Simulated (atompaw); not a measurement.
## What one change does to a pseudopotential (gold, PAW (atompaw))

* Element: Au
* Generator: atompaw 4.2.0.5
* Type: PAW
* Functional: PBEsol
* Relativity: scalar-relativistic
* Frozen core: [Kr] 4d10 4f14
* Valence charge: 19
* Reference configuration: 5s2 5p6 5d10 6s1 6p0
* Partial waves: 5s (bound): rc 1.20 bohr; 6s (bound): rc 1.40 bohr; 5p (bound): rc 1.65 bohr; 6p (bound, empty): rc 2.65 bohr; 5d (bound): rc 2.65 bohr; 5d channel at -0.05 Ry: rc 2.65 bohr
* Local potential: troulliermartins scheme with l = 3 at 1 Ry, radius 1.85 bohr
* Core correction: smooth core density matched at 1.40 bohr
* Augmentation charge: sinc compensation charge, radius 2.15 bohr; PAW radius 2.65 bohr; waves and projectors: custom polynom vanderbiltortho

Change: local potential bessel scheme, radius 1.85 bohr.

Cutoffs: the cutoffs (Ry, on a coarse ladder) from which the occupation-weighted sum of valence levels, in a spherical-Bessel basis at the reference potential, stays within 10 and 1 mRy of its value at 400 Ry; they do not see the model core or the augmentation charge, which bear on the density cutoff.

What does the change do?

The potential gets neither clearly harder nor softer (45 Ry and 80 Ry → 45 Ry and 80 Ry); the range in which the p phases agree widens (upper end 0.7 → at the end of the scan); the range in which the d phases agree narrows (upper end at the end of the scan → 2.0); neither file shows a bound ghost.

| quantity | base | changed |
| --- | --- | --- |
| cutoff, loose | 45 Ry | 45 Ry |
| cutoff, tight | 80 Ry | 80 Ry |
| loose cutoff by channel (10 mRy a level) | s 30 Ry, p 25 Ry, d 12 Ry | s 35 Ry, p 25 Ry, d 12 Ry |
| bound ghosts | none | none |
| s: phases at 2.65 bohr within 0.05 rad from the reference energy up to (Ry; the scan ends near 5) | 4.6 | 4.3 |
| p: phases at 2.65 bohr within 0.05 rad from the reference energy up to (Ry; the scan ends near 5) | 0.7 | to the end of the scan |
| d: phases at 2.65 bohr within 0.05 rad from the reference energy up to (Ry; the scan ends near 5) | to the end of the scan | 2.0 |
| lowest overlap eigenvalue by channel | s 0.33, p 0.48, d 0.91 | s 0.45, p 0.53, d 0.95 |

 The cutoffs see the waves, projectors and local potential, not the compensation charge or the core.
